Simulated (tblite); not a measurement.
C7H12P (charge +1).
SMILES with atom numbers: `[CH2:1]=[CH:2][C:3]1=[CH:4][CH2:5][CH2:6][P@@H+:7]1[CH3:8]` (hydrogens: H9, H10 on C1; H11 on C2; H12 on C4; H13, H14 on C5; H15, H16 on C6; H17 on P7; H18, H19, H20 on C8)

Geometry (GFN2-xTB, Å), atoms numbered from 1 in this order:
```
atom  x, y, z in Å
C1     1.7184   -2.1143   -0.9603
C2     1.8720   -0.7959   -0.9714
C3     0.7992    0.1203   -0.6541
C4     0.8082    1.4648   -0.7006
C5    -0.4281    2.2101   -0.3364
C6    -1.5912    1.2112   -0.1438
P7    -0.8137   -0.4349   -0.0835
C8    -0.8362   -1.1606    1.5708
H9     2.5213   -2.7844   -1.2087
H10    0.7679   -2.5693   -0.7111
H11    2.8172   -0.3444   -1.2356
H12    1.6840    2.0253   -0.9884
H13   -0.6664    2.9397   -1.1128
H14   -0.2443    2.7824    0.5765
H15   -2.1674    1.4130    0.7602
H16   -2.2786    1.2509   -0.9921
H17   -1.4464   -1.3020   -0.9522
H18   -0.2851   -2.1003    1.5886
H19   -0.3682   -0.4608    2.2653
H20   -1.8678   -1.3402    1.8769
```

All values are computed: GFN2-xTB (tblite) harmonic vibrations without scaling, gas phase. This tight-binding method is rough: wavenumbers can miss measured ones by several per cent, in bad cases by 10 to 20. Modes of hydrogen on phosphorus can be 10 to 20 % off. One conformer, not necessarily the lowest.

Harmonic wavenumbers (cm⁻¹): 54.6, 121.8, 145.8, 147.7, 189.2, 210.2, 241.9, 383.3, 402.2, 502.7, 610.5, 649.4, 665.0, 685.6, 723.9, 770.8, 790.3, 817.2, 837.0, 875.8, 898.7, 929.3, 938.6, 947.0, 979.6, 997.4, 1076.7, 1085.8, 1144.3, 1169.8, 1211.7, 1220.7, 1265.0, 1292.6, 1311.5, 1380.6, 1385.2, 1387.8, 1403.6, 1446.3, 1611.6, 1659.1, 2383.5, 2958.5, 2968.8, 2983.8, 2985.7, 2989.4, 2994.3, 3004.2, 3040.3, 3088.1, 3102.8, 3151.4.

A = 2388, B = 1593, C = 1077 MHz; mass 127.068 u (most abundant isotopes); point group C1, symmetry number 1.

Problem. Zero-point energy?

Solution. ½Σν̃ = 36109 cm⁻¹ = 431.96 kJ/mol.

Problem. Entropy at 298.15 K, 1 bar (ideal gas, RRHO, classical rotation)?

Solution. Translation 169.28, rotation 120.30, vibration 107.82: S = 397.4 J/(mol K).

Problem. And Cp and H(298.15 K) − H(0)?

Solution. Cp = 159.42 J/(mol K), of which vibrations give 126.16 (their classical limit is 54 R = 449.0); H(298.15 K) − H(0) = 27.71 kJ/mol without the zero-point energy, 17.79 from vibrations.

Problem. Blend soft modes into free rotors: weight 1/[1 + (100 cm⁻¹/ν̃)⁴] for the oscillator and the rest for a rotor with moment μB/(μ + B), μ = h/(8π²ν), B = 10⁻⁴⁴ kg m². What vibrational entropy results?

Solution. 102.43 J/(mol K) in place of 107.82, which changes −T·S at 298.15 K by +1.61 kJ/mol.

Problem. What must be added to the electronic energy to get the Gibbs energy at 298.15 K and 1 bar?

Solution. ZPE + [H(298.15 K) − H(0)] − T·S = 431.96 + 27.71 − 118.48 = 341.19 kJ/mol.

Hindered rotation and anharmonicity are outside this model. Other conformers, if any are populated, would add a mixing term that is left out. The structure is chiral; the term R ln 2 for an equal mix with its mirror image is left out.

On one thread of an Intel Xeon Platinum 8259CL at 2.50 GHz, no GPU, on a shared host, this took 1.3 s of wall time. The figure is for the frequency step alone.
